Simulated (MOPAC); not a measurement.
Input for MOPAC: PM6 on AlH3O3 (SMILES [OH][Al]([OH])[OH]), a point of a torsion scan.

```
PM6 1SCF PRECISE CHARGE=0 THREADS=1
AlH3O3

O     -1.48561263 1    -0.69122766 1    -0.09862001 1
Al    -0.22504646 1     0.34604779 1    -0.27791582 1
O     -0.09586713 1     1.36756260 1    -1.58456250 1
O      0.97976150 1     0.36768951 1     0.86376542 1
H     -2.24400897 1    -1.11006328 1     0.27378120 1
H     -0.60641444 1     1.54209044 1    -2.36293020 1
H      1.78312131 1     0.86264672 1     0.94844710 1
```

Program output:

```
*******************************************************************************
 **                                                                           **
 **                              MOPAC v23.2.5                                **
 **                                                                           **
 *******************************************************************************
 ** MOPAC's Digital Object Identifier: https://doi.org/10.5281/zenodo.6511958 **
 **                                                                           **
 ** Please cite the open-source release paper for use of this MOPAC version:  **
 ** J. E. Moussa and J. J. P. Stewart (2026)                                  **
 ** MOPAC: An open-source semiempirical molecular orbital program             **
 ** J. Open Source Softw., 11(119), 8025, https://doi.org/10.21105/joss.08025 **
 *******************************************************************************

                              PM6 CALCULATION RESULTS

 *******************************************************************************
 *  PM6        - The PM6 Hamiltonian to be used
 *
 *
 *
 *                 CHARGE ON SYSTEM = 0
 *
 *
 *
 *  PRECISE    - TIGHTER CRITERIA TO BE USED
 *  1SCF       - DO 1 SCF AND THEN STOP
 *  THREADS=1  - MULTI-THREADING NOT USED
 *  T=         - A TIME OF 172800.0 SECONDS REQUESTED
 *  DUMP=N     - RESTART FILE WRITTEN EVERY 7200.0 SECONDS REQUESTED
 *******************************************************************************
PM6 1SCF PRECISE CHARGE=0 THREADS=1
 AlH3O3

   ATOM   CHEMICAL          X               Y               Z
  NUMBER   SYMBOL      (ANGSTROMS)     (ANGSTROMS)     (ANGSTROMS)

     1       O         -1.48561263  *  -0.69122766  *  -0.09862001  *
     2      Al         -0.22504646  *   0.34604779  *  -0.27791582  *
     3       O         -0.09586713  *   1.36756260  *  -1.58456250  *
     4       O          0.97976150  *   0.36768951  *   0.86376542  *
     5       H         -2.24400897  *  -1.11006328  *   0.27378120  *
     6       H         -0.60641444  *   1.54209044  *  -2.36293020  *
     7       H          1.78312131  *   0.86264672  *   0.94844710  *



          CARTESIAN COORDINATES

    NO.       ATOM           X           Y           Z

     1         O         -1.4856     -0.6912     -0.0986
     2        Al         -0.2250      0.3460     -0.2779
     3         O         -0.0959      1.3676     -1.5846
     4         O          0.9798      0.3677      0.8638
     5         H         -2.2440     -1.1101      0.2738
     6         H         -0.6064      1.5421     -2.3629
     7         H          1.7831      0.8626      0.9484

 General Reference for PM6:
 "Optimization of Parameters for Semiempirical Methods V: Modification of NDDO Approximations
 and Application to 70 Elements", J. J. P. Stewart, J. Mol. Mod., 13, 1173-1213 (2007)
 URL: https://link.springer.com/article/10.1007/s00894-007-0233-4

           Empirical Formula: H3 O3 Al  =     7 atoms



      MOLECULAR POINT GROUP   :   C1


      RHF CALCULATION, NO. OF DOUBLY OCCUPIED LEVELS = 12


 -------------------------------------------------------------------------------
 PM6 1SCF PRECISE CHARGE=0 THREADS=1
 AlH3O3



     1SCF WAS SPECIFIED, SO BFGS WAS NOT USED
     SCF FIELD WAS ACHIEVED


                              PM6 CALCULATION
                                                       MOPAC v23.2.5 Linux




          FINAL HEAT OF FORMATION =       -177.11986 KCAL/MOL =    -741.06947 KJ/MOL


          COSMO AREA              =        100.13 SQUARE ANGSTROMS
          COSMO VOLUME            =         83.59 CUBIC ANGSTROMS

          IONIZATION POTENTIAL    =         11.749362 EV
          HOMO LUMO ENERGIES (EV) =        -11.749  1.866
          NO. OF FILLED LEVELS    =         12
          MOLECULAR WEIGHT        =         78.0034         POINT GROUP:  C1

          MOLECULAR DIMENSIONS (Angstroms)

            Atom       Atom       Distance
            H     7    H     5     4.53481
            O     4    H     6     3.52257
            H     5    O     1     0.21038


          SCF CALCULATIONS        =          1





   ATOM   CHEMICAL          X               Y               Z
  NUMBER   SYMBOL      (ANGSTROMS)     (ANGSTROMS)     (ANGSTROMS)

     1       O         -1.48561263  *  -0.69122766  *  -0.09862001  *
     2      Al         -0.22504646  *   0.34604779  *  -0.27791582  *
     3       O         -0.09586713  *   1.36756260  *  -1.58456250  *
     4       O          0.97976150  *   0.36768951  *   0.86376542  *
     5       H         -2.24400897  *  -1.11006328  *   0.27378120  *
     6       H         -0.60641444  *   1.54209044  *  -2.36293020  *
     7       H          1.78312131  *   0.86264672  *   0.94844710  *

                             CARTESIAN COORDINATES

   1    O       -1.485612630    -0.691227660    -0.098620010
   2   Al       -0.225046460     0.346047790    -0.277915820
   3    O       -0.095867130     1.367562600    -1.584562500
   4    O        0.979761500     0.367689510     0.863765420
   5    H       -2.244008970    -1.110063280     0.273781200
   6    H       -0.606414440     1.542090440    -2.362930200
   7    H        1.783121310     0.862646720     0.948447100


           Empirical Formula: H3 O3 Al  =     7 atoms



      MOLECULAR POINT GROUP   :   C1


                  EIGENVALUES
 -28.49033 -28.12588 -26.93851 -19.16623 -18.17820 -17.71685 -13.00790 -12.72290
 -12.50014 -12.07312 -11.80567 -11.74936   1.86587   3.68208   4.33583   4.68054
   7.28241   7.68432   8.11363  86.67013  86.79360  87.02088  89.08748  89.09594


              NET ATOMIC CHARGES AND DIPOLE CONTRIBUTIONS

  ATOM NO.   TYPE          CHARGE      No. of ELECS.   s-Pop       p-Pop       d-Pop
    1          O          -0.821185        6.8212     1.64632     5.17486
    2         Al           1.194175        1.8058     0.57466     1.12021     0.11096
    3          O          -0.755685        6.7557     1.72741     5.02828
    4          O          -0.729167        6.7292     1.73276     4.99641
    5          H           0.396920        0.6031     0.60308
    6          H           0.358549        0.6415     0.64145
    7          H           0.356393        0.6436     0.64361
 DIPOLE           X         Y         Z       TOTAL
 POINT-CHG.    -0.785     0.476    -0.403     1.002
 HYBRID        -0.257     0.001    -0.119     0.284
 SUM           -1.042     0.477    -0.522     1.259


          ATOMIC ORBITAL ELECTRON POPULATIONS

     Atom    s        px        py        pz      x^2-y^2     xz        z^2       yz        xy
    1  O   1.64632   1.56581   1.75318   1.85587
    2 Al   0.57466   0.40220   0.32405   0.39396   0.01993   0.02524   0.02212   0.02159   0.02208
    3  O   1.72741   1.74198   1.77706   1.50924
    4  O   1.73276   1.50147   1.76570   1.72923
    5  H   0.60308
    6  H   0.64145
    7  H   0.64361

 **********************
 *                    *
 * JOB ENDED NORMALLY *
 *                    *
 **********************




 == MOPAC DONE ==
```

The run finished.

Cost: about 0.04 core-seconds (a rough figure).
